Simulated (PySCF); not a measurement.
PySCF job for vinylidene fluoride (C2H2F2), SMILES C=C(F)F, PBE0-D3(BJ)/def2-SVP. Geometry optimised at PBE0-D3(BJ)/def2-SVP.

```python
import numpy as np
from pyscf import gto, scf, dft, df
from pyscf.hessian import thermo

mol = gto.M(
    atom='''
    C     0.00000000    0.00000000    1.38192311
    C     0.00000000    0.00000000    0.05818045
    F     0.00000000    1.07337632   -0.69337027
    F     0.00000000   -1.07337632   -0.69337027
    H     0.00000000   -0.94583998    1.92002170
    H     0.00000000    0.94583998    1.92002170
    ''',
    basis='def2-SVP',
    charge=0,
    spin=0,
    max_memory=1600,
    verbose=3,
)
mf = dft.RKS(mol, xc='pbe0').density_fit(auxbasis='def2-universal-jkfit')
mf.disp = 'd3bj'
mf.grids.level = 3
mf.conv_tol = 1e-11
mf.max_cycle = 100
mf.kernel()

# [left out here: the lines that compute and print the analytic Hessian (its translational invariance restored by hand, since the grid's response is missing), thermochemistry and intensities]
```

Output:

```
converged SCF energy = -276.577161375356

WARN: DFTD3 does not support analytical Hessian, using finite difference


WARN: Mole.unit (angstrom) is changed to Bohr

Mode                                 0                   1                   2
Irrep
Freq [cm^-1]                      441.2316            567.3638            652.4049
Reduced mass [au]                   2.4453             12.2714              5.9448
Force const [Dyne/A]                0.2805              2.3274              1.4908
Char temp [K]                     634.8341            816.3102            938.6654
Normal mode                   x     y     z       x     y     z       x     y     z
       0   C                 0.00  0.11  0.00   -0.00 -0.00  0.10   -0.05  0.00 -0.00
       1   C                -0.00 -0.09  0.00    0.00  0.00  0.08    0.25 -0.00 -0.00
       2   F                 0.00 -0.02  0.10   -0.00 -0.13 -0.06   -0.05  0.00  0.00
       3   F                 0.00 -0.02 -0.10   -0.00  0.13 -0.06   -0.05 -0.00  0.00
       4   H                 0.00  0.29  0.32    0.00  0.00  0.11   -0.22  0.00 -0.00
       5   H                -0.00  0.29 -0.32    0.00 -0.00  0.11   -0.22  0.00 -0.00
Mode                                 3                   4                   5
Irrep
Freq [cm^-1]                      721.7016            820.2590            955.4709
Reduced mass [au]                   1.0472              1.3829              1.7166
Force const [Dyne/A]                0.3214              0.5482              0.9233
Char temp [K]                    1038.3679           1180.1701           1374.7099
Normal mode                   x     y     z       x     y     z       x     y     z
       0   C                 0.00 -0.00  0.00    0.15  0.00  0.00   -0.00  0.15 -0.00
       1   C                 0.00  0.00  0.00   -0.06  0.00  0.00    0.00  0.02 -0.00
       2   F                 0.03 -0.00 -0.00    0.00 -0.00 -0.00   -0.00 -0.05  0.05
       3   F                -0.03  0.00 -0.00    0.00  0.00 -0.00   -0.00 -0.05 -0.05
       4   H                 0.69 -0.00 -0.00   -0.59 -0.00 -0.00    0.00 -0.14 -0.50
       5   H                -0.69 -0.00  0.00   -0.59 -0.00  0.00    0.00 -0.14  0.50
Mode                                 6                   7                   8
Irrep
Freq [cm^-1]                      974.3837           1382.5906           1388.8137
Reduced mass [au]                   6.0041              1.1759              8.3583
Force const [Dyne/A]                3.3586              1.3244              9.4986
Char temp [K]                    1401.9211           1989.2401           1998.1937
Normal mode                   x     y     z       x     y     z       x     y     z
       0   C                -0.00 -0.00 -0.15   -0.00 -0.00 -0.06    0.00 -0.05  0.00
       1   C                 0.00  0.00 -0.05    0.00  0.00 -0.08   -0.00  0.24  0.00
       2   F                 0.00 -0.10  0.08   -0.00 -0.02  0.02    0.00 -0.06  0.04
       3   F                -0.00  0.10  0.08   -0.00  0.02  0.02    0.00 -0.06 -0.04
       4   H                 0.00 -0.03 -0.23    0.00  0.34  0.55   -0.00  0.04  0.15
       5   H                 0.00  0.03 -0.23    0.00 -0.34  0.55   -0.00  0.04 -0.15
Mode                                 9                  10                  11
Irrep
Freq [cm^-1]                     1823.9935           3223.3313           3340.5557
Reduced mass [au]                   8.1239              1.0630              1.1222
Force const [Dyne/A]               15.9243              6.5074              7.3782
Char temp [K]                    2624.3206           4637.6561           4806.3160
Normal mode                   x     y     z       x     y     z       x     y     z
       0   C                -0.00 -0.00  0.16   -0.00  0.00 -0.07   -0.00  0.10  0.00
       1   C                 0.00  0.00 -0.23    0.00 -0.00  0.01    0.00  0.00 -0.00
       2   F                -0.00 -0.02  0.02   -0.00 -0.00  0.00    0.00 -0.00  0.00
       3   F                -0.00  0.02  0.02    0.00  0.00  0.00   -0.00 -0.00 -0.00
       4   H                 0.00 -0.15 -0.02    0.00 -0.60  0.34    0.00 -0.57  0.33
       5   H                 0.00  0.15 -0.02    0.00  0.60  0.34   -0.00 -0.57 -0.33
temperature 298.1500 [K]
pressure 101325.00 [Pa]
Rotational constants [GHz] 11.08748 10.47225 5.38554
Symmetry number 2
Zero-point energy (ZPE) 0.03712 [Eh]   97448.401 [J/mol]
                           tot       elec      trans        rot        vib
Entropy [J/mol/K]       264.419      0.000    160.621     93.634     10.164
Cv [J/mol/K]             49.593      0.000     12.472     12.472     24.650
Cp [J/mol/K]             57.908      0.000     20.786     12.472     24.650
Internal energy [J/mol]                      3718.434   3718.434  99711.390
Internal energy [Eh]   -276.53635  -276.57716
Enthalpy [J/mol]                             6197.391   3718.434  99711.390
Enthalpy [Eh]          -276.53541
Gibbs free energy [J/mol]                  -41691.732 -24198.451  96680.851
Gibbs free energy [Eh] -276.56543
static polarisability / bohr^3: [[12.484 -0.    -0.   ]
 [ 0.    20.313  0.   ]
 [ 0.     0.    30.551]]
largest difference of analytic and finite-field dipole derivatives / e: 0.000810267174680801
mode   freq/cm-1   IR/(km/mol)   Raman/(A^4/amu)   depolarisation
   1      441.23         0.940             1.474            0.750
   2      567.36         5.010             1.602            0.739
   3      652.40         0.476             7.104            0.750
   4      721.70         0.000             3.519            0.750
   5      820.26        83.842             3.667            0.750
   6      955.47         9.458             1.994            0.750
   7      974.38        74.597            11.633            0.181
   8     1382.59         2.349             7.679            0.732
   9     1388.81       254.349             0.011            0.750
  10     1823.99       320.806            16.824            0.101
  11     3223.33         9.943            82.161            0.140
  12     3340.56         2.368            42.605            0.750
max |gradient| / (hartree/bohr): 0.0001491719162833994
APT charges: [-0.3961  1.231  -0.5187 -0.5187  0.1013  0.1013]
```

Self-consistency was reached.
